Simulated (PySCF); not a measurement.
C₃H₉S, charge +1. Atoms are numbered in the order given.

```xyz
13

C     -1.4151    -0.8170    -0.2657
S      0.0000     0.0000     0.5219
C      0.0000     1.6340    -0.2657
C      1.4151    -0.8170    -0.2657
H     -1.3258    -0.7655    -1.3595
H     -2.3208    -0.3035     0.0853
H     -1.4233    -1.8581     0.0853
H      0.0000     1.5309    -1.3595
H      0.8975     2.1617     0.0853
H     -0.8975     2.1617     0.0853
H      1.3258    -0.7655    -1.3595
H      2.3208    -0.3035     0.0853
H      1.4233    -1.8581     0.0853
```
Charge +1, spin multiplicity 1.

The structure is a stationary point at B3LYP-D3(BJ)/def2-SVP.

These are TDDFT-PBE/def2-SVPD in PySCF values and carry that method's errors.

Vertical excitations; the highest root listed may be one member of a degenerate set. The molecule is in vacuum. State labels are in the subgroup Cs.

Question: List the lowest excited states. (The exact figures need the calculation; the answer reports its results.)

Answer: 
```json
[
 {"state": "S1", "symmetry": "A'", "energy (eV)": "7.82", "λ (nm)": "159", "f": "0.051", "main pairs": "HOMO→LUMO (degenerate set)"},
 {"state": "S2", "symmetry": "A\"", "energy (eV)": "7.82", "λ (nm)": "159", "f": "0.051", "main pairs": "HOMO→LUMO+1 (degenerate set)"},
 {"state": "S3", "symmetry": "A'", "energy (eV)": "8.13", "λ (nm)": "152", "f": "0.001", "main pairs": "HOMO→LUMO+2 97 %"},
 {"state": "S4", "symmetry": "A'", "energy (eV)": "8.89", "λ (nm)": "140", "f": "0.015", "main pairs": "HOMO→LUMO+3 97 %"},
 {"state": "S5", "symmetry": "A\"", "energy (eV)": "8.99", "λ (nm)": "138", "f": "0.000", "main pairs": "HOMO−1→LUMO+1 50 %, HOMO−2→LUMO 50 %"},
 {"state": "S6", "symmetry": "A'", "energy (eV)": "9.27", "λ (nm)": "134", "f": "0.042", "main pairs": "HOMO−1→LUMO, HOMO−2→LUMO+1 (degenerate set)"},
 {"state": "S7", "symmetry": "A\"", "energy (eV)": "9.27", "λ (nm)": "134", "f": "0.042", "main pairs": "HOMO−2→LUMO, HOMO−1→LUMO+1 (degenerate set)"},
 {"state": "S8", "symmetry": "A'", "energy (eV)": "9.28", "λ (nm)": "134", "f": "0.000", "main pairs": "HOMO−2→LUMO+1 48 %, HOMO−1→LUMO 48 %"},
 {"state": "S9", "symmetry": "A'", "energy (eV)": "9.47", "λ (nm)": "131", "f": "0.014", "main pairs": "HOMO−3→LUMO+1 (degenerate set)"},
 {"state": "S10", "symmetry": "A\"", "energy (eV)": "9.47", "λ (nm)": "131", "f": "0.014", "main pairs": "HOMO−3→LUMO (degenerate set)"},
 {"state": "T1", "symmetry": "A\"", "energy (eV)": "6.73", "λ (nm)": "184", "f": "0", "main pairs": "HOMO→LUMO+1 (degenerate set)"},
 {"state": "T2", "symmetry": "A'", "energy (eV)": "6.73", "λ (nm)": "184", "f": "0", "main pairs": "HOMO→LUMO (degenerate set)"},
 {"state": "T3", "symmetry": "A'", "energy (eV)": "7.71", "λ (nm)": "161", "f": "0", "main pairs": "HOMO→LUMO+2 96 %"},
 {"state": "T4", "symmetry": "A'", "energy (eV)": "8.48", "λ (nm)": "146", "f": "0", "main pairs": "HOMO−1→LUMO 32 %, HOMO−2→LUMO+1 32 %, HOMO→LUMO+3 30 %"}
]
```
Triplets are in the Tamm–Dancoff approximation, which puts them higher than full response would, so one can lie above its singlet here.
